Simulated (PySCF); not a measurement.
**EPR parameters of C6H5F2S**

Compound: C₆H₅F₂S (doublet state).
Atom-mapped SMILES: `[CH2:1][c:2]1[cH:3][cH:4][c:5]([CH:6]([F:7])[F:8])[s:9]1` (hydrogens: H10, H11 on C1; H12 on C3; H13 on C4; H14 on C6)

Structure used (GFN2-xTB), in Å, numbered top down from 1:
```
atom  x, y, z in Å
C1    -2.744    0.841   -0.075
C2    -1.472    0.382    0.005
C3    -0.992   -0.787    0.645
C4     0.371   -0.961    0.529
C5     0.996    0.042   -0.189
C6     2.446    0.150   -0.489
F7     3.191    0.144    0.651
F8     2.888   -0.920   -1.208
S9    -0.117    1.243   -0.743
H10   -3.549    0.299    0.388
H11   -2.984    1.749   -0.595
H12   -1.653   -1.457    1.162
H13    0.919   -1.787    0.949
H14    2.698    1.060   -1.053
```

The hyperfine couplings belong to this conformer and change with its torsions.

Computed, not measured: UKS B3LYP, pcH-1 on C F H S, non-relativistic, mean-field spin-orbit, GIAO in PySCF 2.14.0. Isolated species at its GFN2-xTB geometry (one conformer only). The geometry wasn't refined by DFT: couplings that depend on bond lengths, twists or pyramidal angles can differ widely from those at the functional's own minimum. Stability of the SCF solution: not tested. ⟨S²⟩ is 0.781 where a pure state has 0.75.

```
g1, g2, g3                      : 2.00213, 2.00238, 2.00536
g_iso                           : 2.00329
Form of g                       : close to axial: the two nearest values differ by 8 % of g3 − g1
⟨S²⟩                            : 0.7812 (exact 0.7500)
α and β electrons               : 38, 37
HOMO–LUMO gap, α and β orbitals : 4.64, 4.50 eV
Total energy                    : -829.49709 Eh
Basis functions                 : 285
```

Hyperfine couplings atom by atom, in mT; T1 to T3 are the principal values of the dipolar part (MHz turned into mT with g_iso):

```csv
atom,isotope,a_iso,of which spin–orbit,T1,T2,T3,Mulliken spin population
C1,13C,1.74,0.00,-1.69,-1.65,3.33,0.62
C2,13C,-1.48,0.00,-0.87,0.34,0.53,-0.20
C3,13C,1.17,0.00,-0.99,-0.98,1.97,0.35
C4,13C,-1.01,0.00,-0.69,0.31,0.38,-0.16
C5,13C,1.36,0.01,-1.18,-1.14,2.32,0.36
C6,13C,-0.48,0.00,-0.05,0.01,0.04,-0.01
F7,19F,2.30,0.00,-1.07,-0.98,2.04,0.01
F8,19F,2.50,0.00,-1.11,-1.02,2.13,0.01
S9,33S,0.13,-0.01,-0.42,-0.28,0.71,0.08
H10,1H,-1.33,0.00,-0.76,-0.03,0.79,-0.03
H11,1H,-1.35,0.00,-0.78,-0.02,0.81,-0.03
H12,1H,-0.82,0.00,-0.42,-0.05,0.47,-0.01
H13,1H,0.27,0.00,-0.11,-0.04,0.14,0.01
H14,1H,-0.02,0.00,-0.09,-0.06,0.16,0.00
```

The largest Mulliken spin populations are on C1 (+0.62), C5 (+0.36), C3 (+0.35) and C2 (-0.20). Three atoms exceed +0.15. The positive populations add up to 1.44 and the negative ones to -0.44, together 2S = 1. The angles at C1 add up to 360.0°, so it is planar.

Axes: g2 points within 8° of the C2–C3 bond and g3 points within 14° of the C1–H10 bond.

Under fast tumbling the dipolar parts average out, and these isotropic splittings remain: 2 × 19F (F7/F8, I = 1/2, 3 lines) with 2.40 mT, 1 × 1H (H11, I = 1/2, 2 lines) with 1.35 mT, 1 × 1H (H10, I = 1/2, 2 lines) with 1.33 mT, 1 × 1H (H12, I = 1/2, 2 lines) with 0.82 mT and 1 × 1H (H13, I = 1/2, 2 lines) with 0.27 mT.

Means are taken over nuclei equivalent by connectivity, which assumes that they swap fast. H10 and H11 aren't averaged: C1 is flat or nearly so (angle sum 360°), and its turn about the short C1–C2 bond (1.36 Å) is taken as slow.

The 13C coupling of C1 (48.7 MHz) shows only in satellite lines or after enrichment, since that isotope makes up about 1.07 % of natural carbon.

Examples of negative spin density at the nucleus (bohr⁻³): C2 (-0.0369), C4 (-0.0252) and C6 (-0.0120).

On one thread of an Arm Neoverse N1, no GPU (shared host), this took 2.5 min of wall time (grids of density and orbitals included) and 0.97 GiB of memory at its peak.
